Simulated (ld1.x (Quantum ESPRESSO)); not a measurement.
**Reading a pseudo-wave (Sb (Z = 51))**

Columns: radius, all-electron u(r) and pseudo u(r) of the 5s shell (level -13.09 eV) of antimony in the configuration [Kr] 4d10 5s2 5p3; LDA (PZ), scalar-relativistic, TM semilocal scheme, ld1.x (Quantum ESPRESSO) 7.5.

| r (bohr) | all-electron | pseudo |
| --- | --- | --- |
| 0.108 | -0.1231 | 0.0433 |
| 0.215 | 0.2278 | 0.0842 |
| 0.322 | 0.1479 | 0.1211 |
| 0.430 | -0.1357 | 0.1532 |
| 0.538 | -0.3355 | 0.1802 |
| 0.645 | -0.3783 | 0.2036 |
| 0.752 | -0.2977 | 0.2272 |
| 0.860 | -0.1451 | 0.2561 |
| 0.968 | 0.0338 | 0.2956 |
| 1.075 | 0.2079 | 0.3503 |
| 1.182 | 0.3633 | 0.4225 |
| 1.290 | 0.4937 | 0.5094 |
| 1.398 | 0.5960 | 0.5977 |
| 1.505 | 0.6710 | 0.6710 |
| 1.612 | 0.7225 | 0.7225 |
| 1.720 | 0.7540 | 0.7540 |
| 1.828 | 0.7683 | 0.7683 |
| 1.935 | 0.7689 | 0.7689 |
| 2.042 | 0.7587 | 0.7587 |
| 2.150 | 0.7399 | 0.7399 |
| 2.258 | 0.7149 | 0.7149 |
| 2.365 | 0.6855 | 0.6855 |
| 2.472 | 0.6532 | 0.6532 |
| 2.580 | 0.6186 | 0.6186 |
| 2.688 | 0.5830 | 0.5830 |
| 2.795 | 0.5475 | 0.5475 |

(1) How many radial nodes do the two functions have?

(2) At about which radius was the pseudo-wave matched?

(3) Is the pseudo-wave norm-conserving?

## Answers

(1) The all-electron 5s function has n − l − 1 = 4 (the table is too coarse to show those close to the nucleus); the pseudo-wave has 0, since the states of the same l below it are removed with the core.

(2) 1.55 bohr, where the columns begin to agree (steps of 0.11 bohr).

(3) Yes: the TM semilocal scheme keeps the norm inside the radius equal to the all-electron one, which fixes the energy derivative of the logarithmic derivative at the level.
